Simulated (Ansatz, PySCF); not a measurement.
The pair A = PH3 (SMILES P) (first 4 atoms), B = HI (SMILES I); geometry from B3LYP-D3(BJ)/def2-TZVP.
(charge 0, multiplicity 1):
| atom | x (Å) | y (Å) | z (Å) |
|---|---|---|---|
| P | -0.4587 | 0.1022 | 0.2345 |
| H | 0.0537 | -1.0670 | -0.3781 |
| H | -1.7480 | -0.0248 | -0.3371 |
| H | 0.0251 | 0.9780 | -0.7674 |
| I | 0.0847 | 0.8805 | 4.3377 |
| H | -0.1252 | 0.5802 | 2.7487 |

Frozen-core correlation. Filled d and f shells under p-block atoms count as core. CBS(a, b) extrapolates the correlation energy as X⁻³ and adds the Hartree–Fock energy of set b. MP2 and its Hartree–Fock in def2-QZVPPD are density fitted.

Codes used: Ansatz (an electronic-structure program); PySCF for the dispersion terms.  In def2 rows elements past Kr take small-core potentials, without spin–orbit coupling.

The monomers are drawn apart, rigid, along the line of their centres of mass. Counterpoise-corrected interaction energies (kcal/mol):

```csv
level,R = 5.298 Å,R = 6.330 Å
PBE/def2-TZVPPD,-1.0821,-0.3755
PBE-D3(BJ)/def2-TZVPPD,-1.4268,-0.4919
wB97M-V/def2-TZVPPD,-1.0983,-0.4203
"MP2/CBS(def2-TZVPPD, def2-QZVPPD) + ΔCCSD(T)/def2-TZVPPD",-1.1730,-0.4438
```

### Question
R is the distance of the centres of mass. Find the local exponent m of E ∝ R⁻ᵐ between the two points.

### Answer

m = ln(E₁/E₂)/ln(R₂/R₁): PBE/def2-TZVPPD 5.9; PBE-D3(BJ)/def2-TZVPPD 6.0; wB97M-V/def2-TZVPPD 5.4; MP2/CBS(def2-TZVPPD, def2-QZVPPD) + ΔCCSD(T)/def2-TZVPPD 5.5. For scale, two fixed dipoles give m = 3, dipole and quadrupole 4, quadrupoles 5, and dispersion or dipole-induced dipole 6 at long range; at these distances several terms mix, and what is left of overlap and damping shifts m, so it need not match one of them.
